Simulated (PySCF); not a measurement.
Run times: vanadium in x2c-TZVPall

Measured wall times of calculations with PySCF 2.14 in x2c-TZVPall (6s5p4d1f, 48 functions), with scalar relativity by spin-free X2C-1e, run from one Python driver. Hardware: 1 thread of Neoverse-N1 on a shared host, 1.3 GiB allowed. The two-electron integrals over 48 functions were computed once and kept in memory (0.46 CPU seconds with the set-up); the times below exclude them. Kohn-Sham runs start from converged Hartree-Fock orbitals.

Launch command (the driver calls PySCF for each step listed in the task file):

```bash
OMP_NUM_THREADS=1 python atomrun2.py TASK.json OUT
```

```json
{"species": "V [Ar] 3d3 4s2", "step": "UHF", "iterations": "6", "wall time (s)": "0.37"}
{"species": "V [Ar] 3d3 4s2", "step": "r2SCAN", "iterations": "7", "wall time (s)": "2.8"}
{"species": "V [Ar] 3d3 4s2", "step": "LDA", "iterations": "6", "wall time (s)": "0.68"}
{"species": "V [Ar] 3d3 4s2", "step": "MP2 (5 electrons)", "iterations": "", "wall time (s)": "0.06"}
{"species": "V⁺ [Ar] 3d4", "step": "UHF", "iterations": "10", "wall time (s)": "0.33"}
{"species": "V⁺ [Ar] 3d4", "step": "LDA", "iterations": "7", "wall time (s)": "0.77"}
{"species": "V⁺ [Ar] 3d4", "step": "MP2 (4 electrons)", "iterations": "", "wall time (s)": "0.02"}
```

Q: Roughly how long does r2SCAN take for V⁺ [Ar] 3d4 here?

A: About 9.8 s.

Peak memory of the process: 0.23 GiB. Times on a shared host vary from run to run.
